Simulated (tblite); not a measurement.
Compound: C2H6O3Si2.
Numbering: `[CH3:1][Si@@H:2]1[O:3][SiH2:4][C:5](=[O:6])[O:7]1` (hydrogens: H8, H9, H10 on C1; H11 on Si2; H12, H13 on Si4)

Computed values, GFN2-xTB/tblite, gas phase, harmonic and unscaled. This tight-binding method is rough: wavenumbers can miss measured ones by several per cent, in bad cases by 10 to 20. Modes of hydrogen on silicon can be 10 to 20 % off.

Harmonic wavenumbers (cm⁻¹): 80.9, 91.1, 100.1, 173.5, 262.4, 366.0, 376.8, 381.9, 451.6, 550.4, 577.1, 594.8, 602.5, 634.4, 683.9, 729.0, 764.6, 794.8, 823.6, 848.4, 872.2, 927.1, 1077.3, 1366.8, 1458.8, 1470.5, 1770.1, 2341.8, 2348.6, 2357.8, 3024.8, 3059.0, 3061.7.

A = 2993, B = 1583, C = 1167 MHz; mass 133.986 u (most abundant isotopes); point group C1, symmetry number 1.

Question: Zero-point energy?

Answer: ½Σν̃ = 17512 cm⁻¹ = 50.07 kcal/mol.

Question: Give the ideal-gas entropy at 273.15 K and 1 bar in the rigid-rotor, harmonic-oscillator model (classical rotation).

Answer: Translation 40.18, rotation 28.19, vibration 20.89: S = 89.3 cal/(mol K).

Question: And Cp and H(273.15 K) − H(0)?

Answer: Cp = 32.38 cal/(mol K), of which vibrations give 24.43 (their classical limit is 33 R = 65.6); H(273.15 K) − H(0) = 5.37 kcal/mol without the zero-point energy, 3.20 from vibrations.

Question: How do the functions run with temperature in this model?

Answer: 
| T (K) | S (cal/(mol K)) | Cp (cal/(mol K)) | H − H(0) (kcal/mol) | G − H(0) (kcal/mol) | ln q(vib) |
| --- | --- | --- | --- | --- | --- |
| 50 | 56.7 | 11.8 | 0.46 | -2.37 | 0.24 |
| 100 | 66.3 | 16.1 | 1.17 | -5.46 | 1.08 |
| 298.15 | 92.2 | 34.4 | 6.20 | -21.28 | 5.16 |
| 373.15 | 100.5 | 39.7 | 8.99 | -28.51 | 6.80 |
| 500 | 113.1 | 46.4 | 14.48 | -42.08 | 9.53 |
| 750 | 133.7 | 54.9 | 27.23 | -73.03 | 14.55 |
| 1000 | 150.3 | 60.2 | 41.66 | -108.59 | 19.05 |

q(vib) and H(0) count from the zero-point level.

Question: What must be added to the electronic energy to get the Gibbs energy at 273.15 K and 1 bar?

Answer: ZPE + [H(273.15 K) − H(0)] − T·S = 50.07 + 5.37 − 24.38 = 31.06 kcal/mol.

Question: Blend soft modes into free rotors: weight 1/[1 + (100 cm⁻¹/ν̃)⁴] for the oscillator and the rest for a rotor with moment μB/(μ + B), μ = h/(8π²ν), B = 10⁻⁴⁴ kg m². What vibrational entropy results?

Answer: 19.79 cal/(mol K) in place of 20.89, which changes −T·S at 273.15 K by +0.30 kcal/mol.

Hindered rotation and anharmonicity are outside this model. The structure is chiral; the term R ln 2 for an equal mix with its mirror image is left out.
